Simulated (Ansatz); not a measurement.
Reactions of C2H7BOSi, SMILES `CC1[SiH2]B1O`.

Program: Ansatz. Geometries: PBE0-D4/def2-TZVP. ΔE: electronic, gas phase. CCSD(T)/CBS is the MP2 limit (def2-TZVPP, def2-QZVPP) plus CCSD(T) − MP2 in def2-TZVPP, frozen cores. This one scheme is used for every species, atoms too. Functionals use def2-TZVPP. B3LYP here is the variant with VWN-RPA as its local correlation; programs differ in this. No spin–orbit coupling; open shells (•) take unrestricted orbitals. Spin–orbit coupling would lower the free atoms: a little for B, C, O, Si. One conformer a species, not always the lowest.

```json
{"reaction": "`CC1[SiH2]B1O` + HCl → `CC1[SiH2]B1Cl` + H₂O", "B3LYP-D4 (eV)": "0.37", "CCSD/CBS(def2) (eV)": "0.33", "ωB97M-V (eV)": "0.37"}
{"reaction": "`CC1[SiH2]B1O` + H₂ → `CC1B[SiH2]1` + H₂O", "B3LYP-D4 (eV)": "1.05", "CCSD/CBS(def2) (eV)": "0.94", "ωB97M-V (eV)": "1.03"}
{"reaction": "`CC1[SiH2]B1O` + `C[SiH2][SiH](F)Cl` → `CC1[SiH2]B1Cl` + `C[SiH2][SiH](O)F`", "B3LYP-D4 (eV)": "0.35", "CCSD/CBS(def2) (eV)": "0.33", "ωB97M-V (eV)": "0.37"}
{"reaction": "`CC1[SiH2]B1O` + SiH₄ → `OB1[SiH2]C1[SiH3]` + CH₄", "B3LYP-D4 (eV)": "-0.86", "CCSD/CBS(def2) (eV)": "-0.90", "ωB97M-V (eV)": "-0.91"}
{"reaction": "`CC1[SiH2]B1O` + `F[SiH](F)S[SiH2]Cl` → `CC1[SiH2]B1F` + `O[SiH](F)S[SiH2]Cl`", "B3LYP-D4 (eV)": "0.35", "CCSD/CBS(def2) (eV)": "0.38", "ωB97M-V (eV)": "0.36"}
{"reaction": "`CC1[SiH2]B1O` → `B[SiH2]/C=C/O`", "B3LYP-D4 (eV)": "1.58", "CCSD/CBS(def2) (eV)": "1.67", "ωB97M-V (eV)": "1.56"}
{"reaction": "`CC1[SiH2]B1O` + H–F → `CC1[SiH2]B1F` + H₂O", "B3LYP-D4 (eV)": "0.00", "CCSD/CBS(def2) (eV)": "0.02", "ωB97M-V (eV)": "0.01"}
{"reaction": "`CC1[SiH2]B1O` → `CC1([SiH3])BO1`", "B3LYP-D4 (eV)": "0.25", "CCSD/CBS(def2) (eV)": "0.28", "ωB97M-V (eV)": "0.26"}
{"reaction": "`CC1[SiH2]B1O` + `O[SiH2]C#C[SiH3]` → `CC1B[SiH2]1` + `O[SiH](O)C#C[SiH3]`", "B3LYP-D4 (eV)": "0.07", "CCSD/CBS(def2) (eV)": "0.01", "ωB97M-V (eV)": "0.04"}
{"reaction": "`CC1[SiH2]B1O` → B• + 2 C• + 7 H• + O• + Si•", "B3LYP-D4 (eV)": "46.81", "CCSD/CBS(def2) (eV)": "46.03", "ωB97M-V (eV)": "46.98"}
```

**Question.** Give the CCSD(T)/CBS values in the same order. (Best estimate.)

**Answer.** Ansatz gave: 0.30, 0.94, 0.31, -0.91, 0.37, 1.59, 0.03, 0.28, -0.01, 46.71 eV.

Largest T1 diagnostic: 0.015, for `CC1([SiH3])BO1`.
